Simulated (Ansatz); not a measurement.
Born–Oppenheimer molecular dynamics of C$_{2}$H$_{8}$OSi (12 atoms, charge 0, multiplicity 1). It starts from a relaxed structure.

These are results of Ansatz 0.2.0, RKS PBE-D4/6-31G*, not measurements.

```yaml
ensemble: NVT, Nosé–Hoover chain
time_step: 1 fs
steps_asked: 100
set_temperature: 1000 K
thermostat: time constant 50 fs, chain length 1
seed: 921487
```

First frame:

```xyz
12
Properties=species:S:1:pos:R:3
Si -0.027 -0.007 0.007
O 0.123 -0.119 1.686
H -0.728 -0.198 2.158
H 1.397 0.101 -0.453
C -0.991 1.530 -0.522
H -2.048 1.484 -0.204
H -0.548 2.446 -0.097
H -0.983 1.629 -1.622
C -0.830 -1.545 -0.742
H -1.880 -1.662 -0.420
H -0.829 -1.480 -1.845
H -0.283 -2.460 -0.457
```

Task: How far do the bonds stretch over the last three quarters of this one trajectory? (Pairs bonded in most of those frames.)

Result: 
```csv
bond,mean (Å),spread (Å),shortest,longest
Si1–O2,1.694,0.023,1.66,1.74
Si1–H4,1.501,0.004,1.50,1.51
Si1–C5,1.921,0.074,1.79,2.02
Si1–C9,1.897,0.093,1.77,2.05
O2–H3,0.983,0.044,0.90,1.06
C5–H6,1.118,0.048,1.04,1.20
C5–H7,1.114,0.050,1.03,1.21
C5–H8,1.120,0.060,1.02,1.22
C9–H10,1.115,0.053,1.02,1.22
C9–H11,1.112,0.028,1.07,1.17
C9–H12,1.150,0.115,0.96,1.32
```

Mean temperature of the second half: 808 K. The conserved energy wandered by up to 7.5 meV per atom (net 7.5 meV per atom), which is poor conservation. The mean temperature of the second half is 19 % below the set value. A run of 0.1 ps of so small a system gives no equilibrium averages.

Time of the run: 4.2 min on 1 thread of Arm Neoverse V2 (shared host), peak memory 0.11 GiB.
